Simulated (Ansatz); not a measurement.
Cost and result up the ladder for SnHMe2Et (C₄H₁₂Sn) (17 atoms). Charge 0, multiplicity 1. Geometry: B3LYP-D4/def2-SVP.

Cartesian coordinates in Å:
```
C 0.7172 -2.0679 -0.1886
C 2.2523 0.9320 0.9450
C -0.9636 1.0346 -0.6210
C -2.3625 0.4309 -0.7624
Sn 0.3609 -0.1094 0.6879
H -0.4054 -0.3084 2.2299
H 1.3416 -2.6794 0.4795
H 1.2352 -1.9562 -1.1531
H -0.2358 -2.5911 -0.3572
H 2.0843 1.9256 1.3865
H 2.7468 1.0568 -0.0300
H 2.9167 0.3583 1.6080
H -0.4616 1.1035 -1.6008
H -1.0141 2.0616 -0.2227
H -3.0004 1.0274 -1.4380
H -2.3288 -0.5928 -1.1715
H -2.8826 0.3745 0.2083
```

Ansatz on 4 threads of Arm Neoverse V1 on a shared host. Times are rough, and most runs start from the orbitals of an earlier one. PBE0-D4/def2-TZVP serves as the yardstick here, not as an exact answer. Differences are given only for rows in sets of like size (and for xTB, whose basis is part of the method), since another set adds its own error. Binding counts from free atoms at the same level (C triplet, Sn triplet, H doublet; other spins of the atoms weren't run), without zero-point energy or a counterpoise term.

In the def2 sets Sn takes a core potential, while STO-3G treats all electrons; there is no spin–orbit coupling. LC-ωPBE has ω = 0.4 bohr⁻¹. Correlated methods freeze 8 core orbitals; core or outer-core shells of Sn are correlated, in sets that lack core-valence functions. The rows differ in basis, and correlated rows in double-zeta sets carry the largest basis error. Another isomer (singlet) lies 0.36 eV lower at PBE0-D4/def2-TZVP; other spin states weren't run for this one.

Correlated methods converge slowly with the basis, most of all in double-zeta sets.

```json
{"level": "HF/STO-3G", "functions": "59", "wall time": "0.4 s"}
{"level": "PBE-D4/def2-SVP", "functions": "142", "wall time": "1.6 s"}
{"level": "PBE0-D4/def2-SVP", "functions": "142", "wall time": "2 s"}
{"level": "BLYP-D4/def2-TZVP", "functions": "246", "wall time": "2.6 s"}
{"level": "PBE-D4/def2-TZVP (with forces)", "functions": "246", "wall time": "3.2 s"}
{"level": "LC-ωPBE/def2-TZVP", "functions": "246", "wall time": "3.2 s"}
{"level": "BHLYP-D4/def2-TZVP", "functions": "246", "wall time": "3.9 s"}
{"level": "MP2/def2-TZVP", "functions": "246", "wall time": "3.9 s"}
{"level": "PBE0-D4/def2-TZVP", "functions": "246", "wall time": "4.6 s"}
{"level": "r2SCAN-D4/def2-TZVP", "functions": "246", "wall time": "5.5 s"}
{"level": "CCSD(T)/def2-SVP", "functions": "142", "wall time": "31 s"}
```

Question: Estimate what each level gives for the binding energy per atom (eV).

Answer: 
```
                         level  binding energy per atom (eV)  difference from PBE0-D4/def2-TZVP (eV)
                     HF/STO-3G                          3.78                                       –
               PBE-D4/def2-SVP                          3.75                                       –
              PBE0-D4/def2-SVP                          3.72                                       –
             BLYP-D4/def2-TZVP                          3.67                                   -0.03
PBE-D4/def2-TZVP (with forces)                          3.74                                    0.03
             LC-ωPBE/def2-TZVP                          3.68                                   -0.02
            BHLYP-D4/def2-TZVP                          3.63                                   -0.08
                 MP2/def2-TZVP                          3.58                                   -0.12
             PBE0-D4/def2-TZVP                          3.71                                    0.00
           r2SCAN-D4/def2-TZVP                          3.70                                   -0.01
              CCSD(T)/def2-SVP                          3.54                                       –
```
